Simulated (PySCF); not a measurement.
C4H9NSi, SMILES N[Si@H](C)C=C=C. Atoms are numbered in the order given.

```xyz
15

C      3.0800    -0.8486     0.1244
C      1.8767    -0.4989     0.5120
C      0.6588    -0.1445     0.8506
Si    -0.6772     0.2248    -0.4124
C     -2.1090    -0.9757    -0.2672
N     -1.2983     1.8090    -0.0553
H      3.3401    -1.9006    -0.0381
H      3.8630    -0.1001    -0.0412
H      0.4139    -0.0631     1.9217
H     -0.0331     0.0585    -1.7590
H     -2.5530    -0.9365     0.7404
H     -1.7740    -2.0076    -0.4574
H     -2.9024    -0.7438    -0.9974
H     -2.1736     2.0958    -0.4857
H     -0.6518     2.5935    -0.0425
```
Charge 0, spin multiplicity 1.

Geometry: r2SCAN-D4/def2-SVP. The structure was generated by enumeration; whether it is a known compound was not checked. The values are those of a single conformer.

These are TDA-PBE/def2-SVPD run with PySCF 2.14.0 values and carry that method's errors.

Vertical excitations. Gas-phase values at a fixed geometry.

Computed excitation energies, oscillator strengths and character:
| state | energy (eV) | λ (nm) | f | main pairs |
|---|---|---|---|---|
| S1 | 4.86 | 255 | 0.005 | HOMO→LUMO 98 % |
| S2 | 5.20 | 239 | 0.004 | HOMO−1→LUMO 96 % |
| S3 | 5.34 | 232 | 0.001 | HOMO→LUMO+1 92 % |
| S4 | 5.86 | 212 | 0.013 | HOMO→LUMO+2 98 % |
| S5 | 6.01 | 206 | 0.001 | HOMO−2→LUMO+1 88 % |
| S6 | 6.09 | 203 | 0.007 | HOMO−1→LUMO+2 93 % |
| S7 | 6.30 | 197 | 0.001 | HOMO→LUMO+3 92 % |
| S8 | 6.36 | 195 | 0.048 | HOMO−2→LUMO+2 51 %, HOMO−2→LUMO 25 % |
| S9 | 6.52 | 190 | 0.014 | HOMO−2→LUMO+2 35 %, HOMO−1→LUMO+3 25 %, HOMO−2→LUMO 13 %, HOMO−3→LUMO 10 % |
| S10 | 6.60 | 188 | 0.065 | HOMO−1→LUMO+3 60 %, HOMO−3→LUMO 12 %, HOMO→LUMO+4 11 % |
| T1 | 4.49 | 276 | 0 | HOMO−2→LUMO 63 %, HOMO−1→LUMO+1 17 %, HOMO→LUMO 10 % |
| T2 | 4.68 | 265 | 0 | HOMO−1→LUMO+1 47 %, HOMO→LUMO 35 %, HOMO→LUMO+1 10 % |
| T3 | 4.73 | 262 | 0 | HOMO→LUMO 37 %, HOMO−1→LUMO 28 %, HOMO−1→LUMO+1 16 %, HOMO−2→LUMO 13 % |
| T4 | 4.90 | 253 | 0 | HOMO−1→LUMO 65 %, HOMO→LUMO 18 %, HOMO−2→LUMO 16 % |
Triplets are in the Tamm–Dancoff approximation.
